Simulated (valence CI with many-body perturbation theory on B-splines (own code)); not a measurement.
The numbers below are computed, except where a source is named.
## Pt¹⁵⁺: input, log and results

Level of theory: valence CI with perturbative core correlation (CI+MBPT): three valence electrons over a frozen Dirac-Fock core [Kr] 4d10 4f14, a basis of 6 s, 6 p, 5 d, 3 f, 1 g functions for each j, with the one-electron correlation potential Σ1 (screened to all orders), the two-electron term Σ2, the three-electron term Σ3, Breit, model QED; selected single and double excitations, second order for the rest, scaled by the run's own slope (own B-spline code, finite nucleus).

Command, and the settings that its task file holds:

```sh
python run_cv.py task.json out
```

```
atom Pt  Z=78  mass_number=195  rms_radius_fm=5.4270
core [Kr] 4d10 4f14
valence 5s2 5p1
avg = 1
basis = S
breit = 1
cap = 10000
capref = 1200
cscale = 1
de = 0.0
dress = 0
eps = 2e-08
extrap = 1
h = 0.27
hh = 1
l2 = 3
lcore = 6
maxit = 60
n2 = 5
natural = 1
nlev = 21
nno = [3, 3, 3, 2, 1]
nroot = 26
nsp = [3, 3, 2, 1, 0]
pt2 = 1
qed = 1
rpa = 1
s1 = 1
s2 = -1
s3 = 1
screen = 1
tol = 2e-05
whole = 1
```

It took 110 s on 1 thread of Intel(R) Xeon(R) Platinum 8259CL CPU @ 2.50GHz (Skylake/Cascade Lake), on a shared host.

Log. The first blocks belong to the next ion, which gives the ionisation energy. Fields: 2J, parity (1 odd), roots, reference size, generating configurations, candidates as configurations/state functions, variational space P, stored matrix elements, Davidson steps; e2 is the range of second-order energies in hartree. The first line gives the box (bohr), its intervals, the orbitals and the steps of their self-consistent field. Window is the range of levels sought, series limit the energy at which the first omitted orbital would enter, core excitation an estimate of the first excitation out of the core, left out the lowest levels not solved, and shifts from estimates the range by which levels moved from their first estimate, all in cm⁻¹.

```
rmax 9.3 intervals 61 orbitals 36 references ['5s2 5p', '5s 5p2', '5s2 5d', '5p3', '5s 5p 5d'] scf 4 t 2.0
2J=0 par=0 roots 2 ref 15 generators 4 cand 92/92 P 107/107 nnz 0 it 0
   second order: generators 13 cand 0/0 e2 -0.00000 -0.00000
reference levels 277, estimated 3, window 220595 1/cm; series limit 1684973, core excitation 275743
2J=1 par=1 roots 1 ref 33 generators 4 cand 597/872 P 449/661 nnz 0 it 0
2J=1 par=1 roots 1 ref 33 generators 5 cand 701/1050 P 645/970 nnz 0 it 0
   second order: generators 10 cand 911/1358 e2 -0.00001 -0.00001
2J=3 par=1 roots 1 ref 50 generators 5 cand 1011/2152 P 494/938 nnz 0 it 0
2J=3 par=1 roots 1 ref 50 generators 7 cand 881/1902 P 739/1434 nnz 0 it 5
   second order: generators 13 cand 1476/3190 e2 -0.00001 -0.00001
left out: unestimated 419548, estimated 302318, shifts from estimates -1 to 0
operators 14.1
```

The Davidson iterations converged. The settings are bad on purpose, so the numbers may not be properties of the ion.

No measured spectrum was set against this ion. As an estimate, levels hold to about 250 cm⁻¹ or 0.2 % of their energy and the worst to 1 %, as in measured heavy ions of charge 2 to 7. The list stops below the first excitations out of the core. Only levels of the ground parity were solved; by the run's estimate the other parity begins above the list, which can be wrong where configurations are misplaced.

```
Valence energy                            : -44.27417 hartree
Ionisation energy                         : 351.62 eV (NIST: 358 ± 17 eV (theoretical))
Reference configurations for the orbitals : 5s2 5p, 5s 5p2, 5s2 5d, 5p3, 5s 5p 5d
Radial orbitals                           : 36
Box radius                                : 9.333 bohr
Largest variational space                 : 1434
Lowest levels                             : 5s2 5p 2P°_1/2 0.000, 5s2 5p 2P°_3/2 20.100 eV
```
